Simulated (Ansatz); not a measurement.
Be₂Se₃, relaxed as a singlet with RKS r2SCAN-D4/def2-SVP in Ansatz, starting from the GFN2-xTB geometry. Force threshold 0.02 eV/Å.

The structure comes from a short search, and lower isomers may exist.

Start:

```xyz
5

Be    1.002   -0.006    0.417
Be   -1.080   -0.029    0.101
Se    0.175    1.246   -1.232
Se    0.218   -1.093   -1.364
Se   -0.316   -0.119    2.077
```

```json
{"step": "1", "energy (eV)": "-196829.3160", "largest force component (eV/Å)": "1.495", "SCF passes": "18"}
{"step": "2", "energy (eV)": "-196829.4058", "largest force component (eV/Å)": "0.228", "SCF passes": "19"}
{"step": "3", "energy (eV)": "-196829.4089", "largest force component (eV/Å)": "0.021", "SCF passes": "21"}
{"step": "4", "energy (eV)": "-196829.4090", "largest force component (eV/Å)": "0.004", "SCF passes": "22"}
{"step": "5", "energy (eV)": "-196829.4090", "largest force component (eV/Å)": "0.001", "SCF passes": "13"}
{"step": "6", "energy (eV)": "-196829.4090", "largest force component (eV/Å)": "0.001", "SCF passes": "9"}
{"step": "7", "energy (eV)": "-196829.4090", "largest force component (eV/Å)": "0.007", "SCF passes": "14"}
{"step": "8 (rejected)", "energy (eV)": "-196829.4048", "largest force component (eV/Å)": "0.445", "SCF passes": "25"}
{"step": "9", "energy (eV)": "-196829.4090", "largest force component (eV/Å)": "0.023", "SCF passes": "21"}
{"step": "10", "energy (eV)": "-196829.4090", "largest force component (eV/Å)": "0.045", "SCF passes": "21"}
{"step": "11", "energy (eV)": "-196829.4092", "largest force component (eV/Å)": "0.079", "SCF passes": "20"}
{"step": "12", "energy (eV)": "-196829.4095", "largest force component (eV/Å)": "0.133", "SCF passes": "20"}
{"step": "13", "energy (eV)": "-196829.4105", "largest force component (eV/Å)": "0.212", "SCF passes": "20"}
{"step": "14", "energy (eV)": "-196829.4142", "largest force component (eV/Å)": "0.249", "SCF passes": "20"}
{"step": "15", "energy (eV)": "-196829.4352", "largest force component (eV/Å)": "0.601", "SCF passes": "25"}
{"step": "16", "energy (eV)": "-196829.5834", "largest force component (eV/Å)": "0.658", "SCF passes": "24"}
{"step": "17", "energy (eV)": "-196829.6709", "largest force component (eV/Å)": "1.328", "SCF passes": "25"}
{"step": "18", "energy (eV)": "-196829.9006", "largest force component (eV/Å)": "0.736", "SCF passes": "24"}
{"step": "19", "energy (eV)": "-196830.0681", "largest force component (eV/Å)": "0.671", "SCF passes": "24"}
{"step": "20", "energy (eV)": "-196830.1692", "largest force component (eV/Å)": "0.478", "SCF passes": "24"}
{"step": "21", "energy (eV)": "-196830.2163", "largest force component (eV/Å)": "0.178", "SCF passes": "24"}
{"step": "22", "energy (eV)": "-196830.2253", "largest force component (eV/Å)": "0.055", "SCF passes": "19"}
{"step": "23", "energy (eV)": "-196830.2259", "largest force component (eV/Å)": "0.004", "SCF passes": "20"}
```

Force components are those of the run's own axes.

End:

```xyz
5

Be    0.644    0.860    0.637
Be   -0.786   -0.920    0.313
Se    0.990    1.040   -1.372
Se   -0.529   -0.846   -1.716
Se   -0.318   -0.134    2.137
```

Bonds lost: Be1–Se4, Be2–Se3 (atoms count from 1). The end is the same structure that another start reached, the lowest one found.

The force fell under the threshold at step 4, but the optimiser went on and released 0.817 eV more. No frequencies were taken in this run, so the end may be a saddle point.

It took 43 s on 4 threads of Arm Neoverse V1 on a shared host.
